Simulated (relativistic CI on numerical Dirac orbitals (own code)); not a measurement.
**Hf54+: q coefficients and field-shift factors**

Computed by Dirac-Coulomb-Breit CI, KLI orbitals optimised for each configuration, derivatives by finite differences, unscaled Slater integrals, QED left out (own radial code, finite nucleus).

Configurations in the expansion (outside the closed core [Ne]): 3s²3p⁶, 3s²3p⁵3d, 3s3p⁶3d, 3p⁶3d², 3p⁵3d³. Double excitations out of closed p, d and f shells are left out; levels of such configurations are missing from the list, as are those of other unlisted configurations, and high levels can miss mixing partners.

With x = (α/α₀)² − 1 an excitation energy changes as ω = ω₀ + qx; K = 2q/ω₀ is the relative enhancement. Terms are leading LS components, so labels can repeat. The field-shift factor is F = δν/δ⟨r²⟩ for the transition from the lowest level.

Lowest level 3s²3p⁶ ¹S0.

```
        Level  ω₀ (cm⁻¹)   q (cm⁻¹)  F (GHz/fm²)
3s²3p⁵3d ³P°0    1850216     104600         16.5
3s²3p⁵3d ³P°1    1937345     124200         17.1
3s²3p⁵3d ³F°3    1972839      98980         16.8
3s²3p⁵3d ³D°2    2005420     105700           17
3s²3p⁵3d ³F°4    2469044     659800         29.1
3s²3p⁵3d ¹D°2    2511544     667800         28.6
3s²3p⁵3d ³D°3    2601474     665900         29.7
3s²3p⁵3d ¹P°1    2832515     701500         22.6
3s²3p⁵3d ³F°2    4376971  3.023e+06         -330
3s²3p⁵3d ¹P°1    4681187  3.015e+06         -325
3s²3p⁵3d ³P°2    4940945  3.592e+06         -317
3s²3p⁵3d ³F°3    4980605  3.594e+06         -318
  3s3p⁶3d ³D1    6114098  3.362e+06        -6180
  3s3p⁶3d ³D2    6165461  3.376e+06        -6190
  3s3p⁶3d ³D3    6666761  3.924e+06        -6170
  3s3p⁶3d ¹D2    6776994  3.935e+06        -6200
   3p⁶3d² ³F2   12357613  6.733e+06       -12400
   3p⁶3d² ³P0   12548609  6.755e+06       -12400
   3p⁶3d² ³F3   12879547  7.293e+06       -12400
   3p⁶3d² ³P2   12968335  7.291e+06       -12400
   3p⁶3d² ¹G4   12990819  7.297e+06       -12400
   3p⁶3d² ³P1   13006895  7.302e+06       -12400
   3p⁶3d² ³F4   13470763  7.845e+06       -12300
```

At this charge energies of transitions that change n are usually good to better than 1 %, and those within a shell (Δn = 0) to a few per cent.

(1) Which transition from the lowest level has the largest |K|?

Results:

(1) 3s²3p⁵3d ³P°2 at 4940945 cm⁻¹, K = 1.45.
